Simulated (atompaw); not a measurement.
Cutoff test, boron (B), PAW (atompaw)

* Element: B (Z = 5)
* Generator: atompaw 4.2.0.5
* Type: PAW
* Functional: LDA (PW92)
* Relativity: non-relativistic
* Frozen core: [He]
* Valence charge: 3
* Reference configuration: 2s2 2p1
* Partial waves: 2s (bound): rc 3.00 bohr; 2s channel at 0.1 Ry: rc 3.00 bohr; 2p (bound): rc 3.00 bohr; 2p channel at 0.65 Ry: rc 3.00 bohr
* Local potential: troulliermartins scheme with l = 2 at -0.5 Ry, radius 2.55 bohr
* Core correction: smooth core density matched at 1.80 bohr
* Augmentation charge: sinc compensation charge, radius 2.40 bohr; PAW radius 3.00 bohr; waves and projectors: custom polynom vanderbiltortho

The pseudo-atom Hamiltonian at the reference potential is diagonalised in spherical Bessel functions j_l(qr) that vanish at 20 bohr, with q² up to the cutoff. All-electron valence levels (Ry): 2s -0.6894, 2p -0.2732.

Problem. How do the lowest levels (Ry) of each channel move with the cutoff, and are there ghosts?

Solution.

| cutoff (Ry) | s #1 | p #1 | d #1 | d #2 | f #1 | f #2 | Σ f·Δε (mRy) |
| --- | --- | --- | --- | --- | --- | --- | --- |
| 8 | -0.6893 | -0.2730 | 0.0679 | 0.1626 | 0.1139 | 0.2468 | 0.3 |
| 10 | -0.6894 | -0.2730 | 0.0679 | 0.1626 | 0.1139 | 0.2468 | 0.2 |
| 12 | -0.6894 | -0.2731 | 0.0679 | 0.1626 | 0.1139 | 0.2468 | 0.1 |
| 400 | -0.6894 | -0.2732 | 0.0679 | 0.1626 | 0.1139 | 0.2468 | 0.0 |

Result: no extra level below or beside the all-electron valence levels (s, p, d, f tested); 10 mRy is reached at 6 Ry and 1 mRy at 8 Ry.
